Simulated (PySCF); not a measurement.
Job for PySCF: R-HF/3-21G on H5NSn (SMILES [NH2][SnH3]), a point of a bond scan (R = 1.709 Å).

```python
from pyscf import gto, scf, dft, mp
from pyscf.data.elements import chemcore

mol = gto.M(
    atom='''
    Sn   -0.28215657    0.02775224    0.02377762
    N     1.74303182   -0.14346269   -0.23754058
    H    -0.98598534   -1.02540252   -1.12314122
    H    -0.65127624    1.66593101   -0.29253503
    H    -0.81069646   -0.39503089    1.60666677
    H     2.08100846   -1.08855163   -0.09745354
    H     2.27355521    0.45968091    0.38036592
    ''',
    basis='3-21g',
    charge=0, spin=0, verbose=3, max_memory=1800)
mf = scf.RHF(mol)
mf.conv_tol = 1e-8
mf.max_cycle = 100
mf.kernel()
if not mf.converged:
    mf = mf.newton().run(mf.mo_coeff, mf.mo_occ)
```

Output:

```
converged SCF energy = -6053.29245058748
```

The run converged.

Cost: about 0.3 core-seconds (a rough figure).
